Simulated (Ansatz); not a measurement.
System: sum formula SiCl$_{3}$F, net charge 0, singlet state. 
Geometry from a B3LYP-D3(BJ)/def2-TZVP (Ansatz, a first-principles code) optimisation:
```xyz
5

Si    -0.0053    -0.0172     0.2458
F     -0.0394    -0.1275     1.8223
Cl     1.7954    -0.6816    -0.4000
Cl    -0.2722     1.9249    -0.2624
Cl    -1.4979    -1.1616    -0.5048
```

Basis-set convergence of Hartree-Fock and MP2 correlation energies (hartree) with Ansatz. Correlated levels leave the core frozen unless marked. No spin-orbit coupling. Non-relativistic.

```csv
basis,functions,E(HF),"E(corr, MP2)"
aug-cc-pV(D+d)Z,151,-1767.14013,-0.74268
aug-cc-pV(T+d)Z,266,-1767.23064,-0.94562
aug-cc-pV(Q+d)Z,436,-1767.25185,-1.02665
```

Extrapolating the two largest sets (X = 3 and 4) as X^-3: E(corr) = (64·(-1.02665) - 27·(-0.94562))/37 = -1.0858 Eh, an estimate of the basis-set limit. The largest set recovers 94.6 % of it, the smallest 68.4 %.
